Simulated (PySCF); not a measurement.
## Electronic structure of Ca⁺ (calcium, charge +1) at the UHF level

Configuration: [Ar] 4p1, 2P determinant (an excited configuration). Computed with PySCF 2.14 in x2c-QZVPPall (11s7p4d3f, 73 functions), with scalar relativity by spin-free X2C-1e.

| Quantity | Value |
| --- | --- |
| Total energy | -679.339778 hartree |
| One-electron energy | -924.5899 hartree |
| Hartree (Coulomb) energy | 280.5774 hartree |
| Exchange energy | -35.3273 hartree |
| ⟨S²⟩ | 0.7500 |
| ⟨L²⟩ | 2.001 |
| Sum of ⟨r⟩ | 17.28 bohr |
| Sum of ⟨r²⟩ | 38.69 bohr² |
| Traceless quadrupole moment −½Σ⟨3z² − r²⟩ along its main axis | -9.26 e·bohr² |
| Langevin diamagnetic susceptibility | -30.6 ×10⁻⁶ cm³/mol |

| shell | electrons | mean orbital energy (eV) | spread (eV) | rms radius, mean of both spins (bohr) |
| --- | --- | --- | --- | --- |
| 1s α | 1 | -4092.8 | 0 | 0.0888 |
| 1s β | 1 | -4092.8 | 0 | 0.0888 |
| 2s α | 1 | -469.55 | 0 | 0.393 |
| 2s β | 1 | -469.52 | 0 | 0.393 |
| 2p α | 3 | -379.12 | 0.055 | 0.362 |
| 2p β | 3 | -379.07 | 0.067 | 0.362 |
| 3s α | 1 | -69.367 | 0 | 1.24 |
| 3s β | 1 | -69.243 | 0 | 1.24 |
| 3p α | 3 | -44.395 | 0.063 | 1.37 |
| 3p β | 3 | -44.258 | 0.271 | 1.37 |
| 4p α | 1 | -8.431 | 0 | 4.82 |

Densities and radii are taken from the X2C orbitals without a picture-change correction, which distorts them close to the nucleus.

Spin-orbit constants ζ (cm⁻¹) from the X2C one-electron operator on these orbitals: bare nucleus, nucleus screened by l(l+1)(2l+1)/3 electrons, and screened by the Breit-Pauli mean field of the electrons.

| shell | bare | screened nucleus | mean field |
| --- | --- | --- | --- |
| 2p | 21480 | 19330 | 18360 |
| 3p | 2121 | 1909 | 1797 |
| 4p | 125.6 | 113.1 | 105.8 |

To first order the Landé constant is A = 105.8 cm⁻¹, so the lowest level has J = 1/2 and lies 0.0131 eV below the centre of the term.
